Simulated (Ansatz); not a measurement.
C4H7F3, SMILES `CC(C)(F)C(F)F`, relaxed with RKS PBE-D4/def2-SVP in the Gaussian-basis code of Ansatz from a rough embedded geometry. The force threshold is 0.03 eV/Å; the program also tests the step.

Total charge 0; spin multiplicity 1.

Start:

```xyz
14

C    -0.829   -0.954   -0.655
C     0.334   -0.091   -0.206
C     0.656   -0.411    1.224
F     1.394   -0.424   -0.875
C     0.082    1.418   -0.365
F    -0.289    1.697   -1.662
F    -0.990    1.794    0.423
H    -0.651   -1.981   -0.588
H    -1.045   -0.767   -1.790
H    -1.773   -0.727   -0.169
H     1.504    0.123    1.587
H     0.868   -1.497    1.370
H    -0.203   -0.174    1.857
H     0.943    1.996   -0.150
```

By how much does the energy fall, and how many steps does the optimiser take? (Best estimate.)

The calculation gave: 57.42 kJ/mol, in 5 steps.

Which bonds change most? (An estimate is asked.)

Computed: C2–F4 from 1.297 to 1.407 Å; C1–H9 from 1.170 to 1.106 Å; C1–H8 from 1.044 to 1.107 Å; C5–H14 from 1.059 to 1.115 Å.

Give the relaxed structure. (Best estimate.)

Ansatz gave: 
```xyz
14

C    -0.865   -0.942   -0.718
C     0.300   -0.121   -0.184
C     0.641   -0.418    1.270
F     1.437   -0.402   -0.963
C     0.056    1.387   -0.381
F    -0.295    1.656   -1.670
F    -0.972    1.796    0.429
H    -0.651   -2.021   -0.597
H    -1.019   -0.722   -1.790
H    -1.794   -0.697   -0.168
H     1.515    0.180    1.596
H     0.896   -1.490    1.379
H    -0.215   -0.184    1.930
H     0.968    1.979   -0.134
```
